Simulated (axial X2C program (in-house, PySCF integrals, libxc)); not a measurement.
HgH: nuclear properties from DFT to coupled cluster

Calculated with an axial X2C code built on PySCF integrals: two-component X2C with atomic mean-field Coulomb and Gaunt terms, Gaussian nuclei, basis Hg dyall-acv3z, H dyall-av3z with contracted cores.

R = 1.741 Å (near the PBE0 minimum at charge 0 of the determinant lowest at the starting distance; the state shown can have its own minimum elsewhere); state Ω = 1/2 (⟨Sz⟩ = 0.49, ⟨Lz⟩ = 0.01 at PBE0).

```csv
level,Eeff magnitude (GV/cm),Ws magnitude Hg (kHz),A∥/gI Hg (MHz),A∥/gI H (MHz),μ (D)
PBE0,120,279,7910,115,-0.25
HF,159,372,8260,112,-0.43
B3LYP,113,264,7830,127,-0.24
```

Eeff is the effective electric field on the electron electric dipole moment in this Ω state and Ws the scalar–pseudoscalar constant of the nucleus named (defined with the proton number Z and per Ω); A∥ (defined per Ω) follows by multiplying with gI = μI/(I μN); μ is positive if the H end (last atom) is positive. The operators were transformed with the bare-nucleus X2C matrices; with these basis sets, hyperfine constants and field gradients can be off by tens of per cent, and where levels differ in sign neither size nor sign is settled.

Finite-field MP2, CCSD and CCSD(T), with 21 electrons correlated in 130 natural virtual spinors (MP2 remainder added):

| level | Eeff magnitude (GV/cm) | Ws magnitude Hg (kHz) | A∥/gI Hg (MHz) | A∥/gI H (MHz) | μ (D) |
| --- | --- | --- | --- | --- | --- |
| MP2 | 127 | 295 | 6980 | 128 | -0.17 |
| CCSD | 124 | 290 | 8190 | 115 | -0.30 |
| CCSD(T) | 119 | 277 | 7920 | 117 | -0.24 |

T1 = 0.019 (Lee–Taylor). One unrestricted determinant, the lowest of a limited PBE0 search, is the reference; the functionals treat spin collinearly. Correlation of the inner shells is missing, which matters for properties at the nucleus. Number of frozen shells: Hg 4 s, 3 p, 2 d, 1 f; H none.

Q: By how much does correlation change each value, CCSD(T) against HF?

A: Eeff magnitude -25 %; Ws magnitude Hg -26 %; A∥/gI Hg -4 %; A∥/gI H 4 %; μ -44 %.
